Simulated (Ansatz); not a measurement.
`N=C[SiH2]F` + `[SiH3]S` → `F[SiH2]S[SiH3]` + `C=N`  (ligand exchange at the Si–C bond)

Program: Ansatz. Geometries: PBE0-D4/def2-TZVP. ΔE: electronic, gas phase. CCSD(T)/CBS is the MP2 limit (def2-TZVPP, def2-QZVPP) plus CCSD(T) − MP2 in def2-TZVPP, frozen cores. This one scheme is used for every species. DFT in def2-TZVPP. One conformer a species, not always the lowest.

`N=C[SiH2]F`:

```xyz
8

N    -0.063   -1.839    0.076
C    -0.669   -0.726    0.141
Si    0.163    0.949   -0.062
F     1.714    0.638   -0.310
H     0.937   -1.707   -0.100
H    -1.750   -0.772    0.328
H    -0.367    1.683   -1.236
H     0.035    1.774    1.164
```

`[SiH3]S`:

```xyz
6

Si    0.414   -0.310    0.105
S    -1.643    0.265    0.035
H     1.007   -0.389   -1.254
H     0.412   -1.652    0.734
H     1.218    0.633    0.923
H    -1.407    1.454   -0.543
```

`F[SiH2]S[SiH3]`:

Z-matrix (Å, degrees):
```
Si
S 1 2.114
F 1 1.598 2 111.3
H 1 1.479 2 111.3 3 118.6
H 1 1.479 2 106.5 3 -118.1
Si 2 2.147 1 98.9 3 -64.8
H 6 1.482 2 110.8 1 88.6
H 6 1.485 2 109.5 1 -32.4
H 6 1.482 2 106.6 1 -152.0
```

`C=N`:

Cartesian coordinates in Å:
```
C -0.058 -0.103 -0.372
N -0.070 0.731 0.573
H 0.255 -1.150 -0.280
H -0.379 0.220 -1.364
H 0.251 0.303 1.442
```

```csv
level,ΔE (eV)
PBE0,-0.82
MP2/def2-SVP,-0.81
```

Task: What does CCSD(T)/CBS give? (Best estimate.)

Result: Computed: -0.84 eV. The listed levels differ from it by 0.02, 0.03 eV.

Largest T1 diagnostic among the species: 0.012.

The D4 term adds −0.05 eV with B3LYP and −0.03 eV with PBE0; it sums over pairs of atoms, weighted by their polarisabilities, and B3LYP, whose exchange is more repulsive, gets the larger term. Leaving LDA and LC-ωPBE aside and taking each functional with its dispersion term where it has one, the values, not all of them listed here, spread over 0.08 eV, from PBE-QIDH to BLYP-D4.

B3LYP here is the variant with VWN-RPA as its local correlation; programs differ in this.
